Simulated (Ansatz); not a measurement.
Ansatz (a program for electronic structure) input:
A basis named .json is the Basis Set Exchange file of that set.

Ansatz 0.2 input:
```yaml
crystal:
  periodic: [false, false, false]
  atoms:
    - {symbol: Si, position_ang: [-0.86542149, -0.20258069, -0.57821662]}
    - {symbol: C, position_ang: [-1.34035335, 1.59799113, -0.71983375]}
    - {symbol: C, position_ang: [-1.77066485, -1.02932094, 0.83052115]}
    - {symbol: O, position_ang: [0.76023833, -0.33040083, -0.34317248]}
    - {symbol: Si, position_ang: [2.05129113, 0.01959226, 0.59059438]}
    - {symbol: H, position_ang: [-1.16335823, -0.90420026, -1.84986879]}
    - {symbol: H, position_ang: [-2.40853551, 1.70189537, -0.92575793]}
    - {symbol: H, position_ang: [-0.79354970, 2.08651555, -1.52871823]}
    - {symbol: H, position_ang: [-1.12461351, 2.13642241, 0.20625217]}
    - {symbol: H, position_ang: [-1.47581179, -2.07607318, 0.92694719]}
    - {symbol: H, position_ang: [-1.56067703, -0.53105675, 1.78010648]}
    - {symbol: H, position_ang: [-2.85090893, -0.99814956, 0.66833709]}
    - {symbol: H, position_ang: [3.26055513, -0.56160609, -0.03149598]}
    - {symbol: H, position_ang: [1.87822455, -0.54886167, 1.94971432]}
    - {symbol: H, position_ang: [2.22070249, 1.48813767, 0.71245038]}
basis:
  gaussian:
    orbitals: aug-cc-pV_T+d_Z.json
total_charge: 1
magnetization: {spin_polarized: true, initial_magnetization: 1}
correlation: {method: ccsd_t, electrons: outside_noble_gas}
```

Problem. Which total energy does the run end on?

Solution. -735.06816 Eh (CCSD(T)/aug-cc-pV(T+d)Z). The basis has 478 functions.

This state (charge 1, doublet) is run at the relaxed geometry of the species with charge 0 and multiplicity 1.
